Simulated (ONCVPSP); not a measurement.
## What one change does to a pseudopotential (B, ONCV)

* Element: B
* Generator: ONCVPSP 4.0.1
* Type: optimised norm-conserving Vanderbilt (ONCV)
* Functional: PBEsol
* Relativity: scalar-relativistic
* Frozen core: [He]
* Valence charge: 3
* Reference configuration: 2s2 2p0.75 (charge +0.25)
* Partial waves: 2s: rc 1.60 bohr, ncon 4, nbas 8, qcut 4.5 1/bohr, 2 projectors, debl 1.8 Ha; 2p: rc 2.50 bohr, ncon 4, nbas 7, qcut 4.8 1/bohr, 2 projectors, debl 0.5 Ha; d scattering state at 0.06 Ha: rc 2.50 bohr, ncon 5, nbas 9, qcut 4.4 1/bohr, 1 projector
* Local potential: polynomial inside 1.15 bohr (lpopt 5, dvloc0 1 Ha)
* Core correction: Teter function, fcfact 2.75, rcfact 1.2

All-electron outer shells of the reference configuration (PBEsol, scalar-relativistic, ld1.x):

```csv
shell,level (eV),outermost node (bohr),outermost maximum (bohr)
1s,-182.28,–,0.21
2s,-11.60,0.46,1.52
2p,-5.67,–,1.53
```

Change: core correction Teter function, fcfact 2.75, rcfact 1.94.

Cutoffs: the cutoffs (Ha) at which the residual kinetic energy of the hardest occupied pseudo-wave falls to 1 and 0.1 mHa per electron; they do not see the model core or the augmentation charge, which bear on the density cutoff. Errors are all-electron minus pseudo energies relative to the spin-unpolarised reference configuration.

Question: Predict the effect on cutoff, ghosts and configuration errors.

Answer: The potential gets neither clearly harder nor softer (9.1 Ha and 36 Ha → 9.1 Ha and 36 Ha); of the 4 tests that both files solve, the error grows in 0 and shrinks in 2 by more than 15 % and 0.3 meV (median size 16.9 → 13.9 meV); neither file shows a bound ghost. A model core, the more so a compact one, raises the density cutoff, which this test does not measure.

| quantity | base | changed |
| --- | --- | --- |
| cutoff, loose | 9.1 Ha | 9.1 Ha |
| cutoff, tight | 36 Ha | 36 Ha |
| bound ghosts | none | none |
| GHOST(+) flags under 300 eV | none | none |
| error for 2s2 2p1, meV [ΔE -1.15 eV] | +1.2 | +1.1 |
| error for 2s2 2p0, meV [ΔE 6.99 eV] | +33 | +26 |
| error for 2s1 2p0, meV [ΔE 32.25 eV] | +124 | +49 |
| error for 2s1 2p2, meV [ΔE 4.67 eV] | -1.1 | -1.4 |
| s: phases at 1.63 bohr within 0.05 rad from the reference energy up to (Ha; the scan ends near 5) | 4.0 | 4.0 |
| p: phases at 2.53 bohr within 0.05 rad from the reference energy up to (Ha; the scan ends near 5) | 3.6 | 3.6 |
| d: phases at 2.53 bohr within 0.05 rad from the reference energy up to (Ha; the scan ends near 5) | 2.5 | 2.5 |
| rms error of d²Exc/dni dnj with the model core, mHa | 1.83 | 2.39 |
